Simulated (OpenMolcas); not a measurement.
# Ti III: the spin-orbit constant, Racah parameters, worked from levels

```json
{
 "Program": "OpenMolcas 26.06",
 "Basis": "ANO-R3 [7s5p5d3f2g1h]",
 "Scalar Hamiltonian": "X2C, finite nucleus",
 "Active space": "2 electrons in 5 orbitals (3d)",
 "State averaging": "2S+1 = 3 even, 10 roots; 2S+1 = 1 even, 15 roots",
 "Spin-orbit coupling": "state interaction with AMFI integrals over the reference wave functions, term energies averaged over their components"
}
```

Methods: CASSCF; SS-CASPT2, IPEA 0.25 Eh, imaginary shift 0.1 Eh (closed shells correlated: 3s 3p). Measured levels: Corliss and Sugar, J. Phys. Chem. Ref. Data 8, 1 (1979).

**The spin-orbit constant.** For the Hund term 3F of d2, E(J) = (A/2) J(J+1) + constant and ζ = 2S·A = 2A. From J = 2 to J = 4 the energy changes by 7 A.

```
   Source  E(4) - E(2)     A    ζ
   CASSCF        446.4  63.8  128
SS-CASPT2        447.7  64.0  128
 measured        420.4  60.1  120
```

All in cm-1. SS-CASPT2 is off by +6.5 % and CASSCF by +6.2 %. Both methods take the spin-orbit matrix elements from the reference wave functions, so the second can move ζ only through the term energies and any multistate remixing. Second-order mixing with other terms is absorbed into this ζ.

**Racah parameters.** Above 3F, d2 has 3P at 15B, 1G at 12B + 2C and 1D at 5B + 2C. The first two fix B and C, and the third tests them; where it misses by thousands of cm-1, two parameters do not describe the configuration (Trees and configuration-interaction terms are left out) and B and C hang on the terms chosen. Term energies are centres of gravity, weighted by 2J + 1.

```json
{"Source": "CASSCF", "3P": "13436", "1G": "17201", "B": "896", "C": "3226", "C/B": "3.60", "1D from B, C": "10932", "1D found": "11078"}
{"Source": "SS-CASPT2", "3P": "11022", "1G": "14116", "B": "735", "C": "2649", "C/B": "3.60", "1D from B, C": "8973", "1D found": "7498"}
{"Source": "measured", "3P": "10420", "1G": "14156", "B": "695", "C": "2910", "C/B": "4.19", "1D from B, C": "9295", "1D found": "8232"}
```

Energies in cm-1. From CASSCF to SS-CASPT2, B changes by -18.0 % and C by -17.9 %. Against the measured terms, SS-CASPT2 has B off by +5.8 % and C by -9.0 %.

CASPT2 does not keep the components of a term degenerate, so their means are used; among the terms shown or strongly mixed into the levels shown the widest spread is 630 cm-1 (3d2 3F, SS-CASPT2). Without dynamic correlation excited terms often stand tens of per cent too high (terms of higher spin than the ground term too low), and those without a measured partner can miss by more than the paired ones (holds for CASSCF). Computed and measured levels are paired by configuration, term and J; levels that our copy of the source lacks, or whose pairing is in doubt (as where it misses far off the trend of its configuration), stay unpaired and out of the deviations. Levels of configurations outside the active space are missing.
